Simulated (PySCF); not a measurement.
C5H15NOSi.
InChI=1S/C5H15NOSi/c1-3-5-8(6)7-4-2/h8H,3-6H2,1-2H3/t8-/m1/s1

A linear-response calculation (PySCF, def2-SVPD basis, gas phase, vertical, core orbitals frozen in the response) gave these numbers; the functional is withheld.

Orbital energies (eV): HOMO-3 -8.51, HOMO-2 -8.05, HOMO-1 -7.79, HOMO -7.10, LUMO 0.21, LUMO+1 0.67, LUMO+2 0.92.

```
state  E (eV)       f  main configurations (H = HOMO, L = LUMO)
   S1    6.32   0.051                                 H→L (95%)
   S2    7.05  0.0064                               H→L+1 (91%)
   S3    7.17   0.026                  H-1→L (52%), H→L+2 (39%)
   S4    7.26  0.0043                  H→L+2 (48%), H-1→L (42%)
   S5    7.42  0.0071                  H→L+3 (78%), H-2→L (10%)
   S6    7.49  0.0068                               H-2→L (85%)
```

Triplets (Tamm–Dancoff): T1 6.00 eV, H→L (88%); T2 6.88 eV, H→L+1 (59%), H→L+2 (20%); T3 7.02 eV, H-1→L (57%), H→L+1 (16%), H→L+2 (13%); T4 7.12 eV, H→L+2 (48%), H-1→L (29%), H→L+1 (10%).

Vertical ionisation energy by ΔSCF with the same functional: 9.19 eV. Mean static polarisability: 101.9 au.

Task: Which of these was used?
A. B3LYP
B. CAM-B3LYP
C. HF
D. PBE

Result: A. B3LYP is a global hybrid with 20% exact exchange. In this run −ε(HOMO) = 7.10 eV differs from the ΔSCF value by -2.08 eV, and S1 differs from the orbital gap of 7.32 eV by -1.00 eV. The ratio −ε(HOMO)/IP is 0.77. Small neutral molecules mostly give 0.67 to 0.83 with B3LYP, 0.5 to 0.7 with PBE, 0.85 to 0.93 with CAM-B3LYP; with Hartree–Fock the ratio is 1 or more (Koopmans' value less the relaxation energy is the ΔSCF value).

Theory: TDDFT B3LYP/def2-SVPD, vertical, gas phase, core orbitals frozen in the response in PySCF 2.14.0, density-fitted response routines. One conformer (not necessarily the lowest) at the PBE0-D3(BJ)/def2-SVP geometry, without solvent, vibrations or thermal averaging.

Without π bonds the low states are Rydberg-like; a valence basis with one diffuse set may place them up to an eV too high.
